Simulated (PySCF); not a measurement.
Compound: C8H11N.
Atom-mapped SMILES: `[N:1]#[C:2][C@@H:3]1[CH2:4][CH2:5][C@H:6]2[CH2:7][C@@H:8]1[CH2:9]2` (hydrogens: H10 on C3; H11, H12 on C4; H13, H14 on C5; H15 on C6; H16, H17 on C7; H18 on C8; H19, H20 on C9)

The same species was optimised twice, with GFN2-xTB and with PBE0-D3(BJ)/def2-SVP (PySCF), and the same property calculations (PySCF, gas phase) were run on both structures.

```json
{"coordinate": "C2–C3 (Å)", "GFN2-xTB": "1.443", "PBE0-D3(BJ)/def2-SVP": "1.461", "change": "+0.018"}
{"coordinate": "N1≡C2 (Å)", "GFN2-xTB": "1.144", "PBE0-D3(BJ)/def2-SVP": "1.158", "change": "+0.014"}
{"coordinate": "C6–C9 (Å)", "GFN2-xTB": "1.538", "PBE0-D3(BJ)/def2-SVP": "1.549", "change": "+0.011"}
{"coordinate": "C8–C9 (Å)", "GFN2-xTB": "1.536", "PBE0-D3(BJ)/def2-SVP": "1.545", "change": "+0.009"}
{"coordinate": "C6–C7 (Å)", "GFN2-xTB": "1.536", "PBE0-D3(BJ)/def2-SVP": "1.542", "change": "+0.006"}
{"coordinate": "C3–C8 (Å)", "GFN2-xTB": "1.537", "PBE0-D3(BJ)/def2-SVP": "1.543", "change": "+0.006"}
{"coordinate": "C7–C8 (Å)", "GFN2-xTB": "1.534", "PBE0-D3(BJ)/def2-SVP": "1.540", "change": "+0.006"}
{"coordinate": "C3–C4 (Å)", "GFN2-xTB": "1.545", "PBE0-D3(BJ)/def2-SVP": "1.548", "change": "+0.003"}
{"coordinate": "C5–C6 (Å)", "GFN2-xTB": "1.527", "PBE0-D3(BJ)/def2-SVP": "1.529", "change": "+0.002"}
{"coordinate": "C4–C5 (Å)", "GFN2-xTB": "1.536", "PBE0-D3(BJ)/def2-SVP": "1.534", "change": "-0.002"}
{"coordinate": "C2–C3–C8 (°)", "GFN2-xTB": "110.3", "PBE0-D3(BJ)/def2-SVP": "111.3", "change": "+1.0"}
{"coordinate": "C2–C3–C4 (°)", "GFN2-xTB": "109.4", "PBE0-D3(BJ)/def2-SVP": "110.2", "change": "+0.8"}
{"coordinate": "C7–C6–C9 (°)", "GFN2-xTB": "87.4", "PBE0-D3(BJ)/def2-SVP": "86.8", "change": "-0.6"}
{"coordinate": "C7–C8–C9 (°)", "GFN2-xTB": "87.5", "PBE0-D3(BJ)/def2-SVP": "87.0", "change": "-0.5"}
{"coordinate": "C5–C6–C9 (°)", "GFN2-xTB": "110.5", "PBE0-D3(BJ)/def2-SVP": "111.0", "change": "+0.5"}
{"coordinate": "C3–C8–C7 (°)", "GFN2-xTB": "108.2", "PBE0-D3(BJ)/def2-SVP": "108.6", "change": "+0.4"}
{"coordinate": "C6–C7–C8 (°)", "GFN2-xTB": "86.3", "PBE0-D3(BJ)/def2-SVP": "86.7", "change": "+0.4"}
{"coordinate": "C3–C4–C5 (°)", "GFN2-xTB": "112.3", "PBE0-D3(BJ)/def2-SVP": "112.7", "change": "+0.4"}
```

Rotational constants: A = 3245, B = 1361, C = 1178 MHz (GFN2-xTB) against A = 3222, B = 1332, C = 1152 MHz (PBE0-D3(BJ)/def2-SVP). Point groups within 0.08 Å: C1 and C1.

On the GFN2-xTB structure: HOMO (eV) -8.54 [PBE0/pcSseg-1]; LUMO (eV) 0.76 [PBE0/pcSseg-1]; dipole (D) 4.32 [PBE0/pcSseg-1]; GIAO shielding of N1 (ppm) -27.5 [PBE0/pcSseg-1]; GIAO shielding of C2 (ppm) 59.2 [PBE0/pcSseg-1]; GIAO shielding of C3 (ppm) 156.0 [PBE0/pcSseg-1]; GIAO shielding of C4 (ppm) 162.4 [PBE0/pcSseg-1]; GIAO shielding of C5 (ppm) 155.1 [PBE0/pcSseg-1]; GIAO shielding of C6 (ppm) 152.9 [PBE0/pcSseg-1]; GIAO shielding of C7 (ppm) 147.6 [PBE0/pcSseg-1]; GIAO shielding of C8 (ppm) 147.6 [PBE0/pcSseg-1].

**Question.** What do these properties become on the PBE0-D3(BJ)/def2-SVP structure?

**Answer.** 
```
                                    property          level  on GFN2-xTB  on PBE0-D3(BJ)/def2-SVP  change
                                   HOMO (eV)  PBE0/pcSseg-1        -8.54                    -8.59   -0.05
                                   LUMO (eV)  PBE0/pcSseg-1         0.76                     0.70   -0.06
                                  dipole (D)  PBE0/pcSseg-1         4.32                     4.36   +0.04
energy, GFN2-xTB geometry as zero (kcal/mol)  PBE0/pcSseg-1          0.0                     -0.7    -0.7
                  GIAO shielding of N1 (ppm)  PBE0/pcSseg-1        -27.5                    -35.0    -7.5
                  GIAO shielding of C2 (ppm)  PBE0/pcSseg-1         59.2                     56.5    -2.7
                  GIAO shielding of C3 (ppm)  PBE0/pcSseg-1        156.0                    152.9    -3.1
                  GIAO shielding of C4 (ppm)  PBE0/pcSseg-1        162.4                    161.2    -1.2
                  GIAO shielding of C5 (ppm)  PBE0/pcSseg-1        155.1                    154.3    -0.8
                  GIAO shielding of C6 (ppm)  PBE0/pcSseg-1        152.9                    150.1    -2.8
                  GIAO shielding of C7 (ppm)  PBE0/pcSseg-1        147.6                    144.7    -2.9
                  GIAO shielding of C8 (ppm)  PBE0/pcSseg-1        147.6                    145.1    -2.5
```

The heavy atoms differ by 0.025 Å rms after alignment. Among bonds between heavy atoms C2–C3 changes most (+0.018 Å). Changes are differences of the printed values. Neither structure is proved a minimum here.
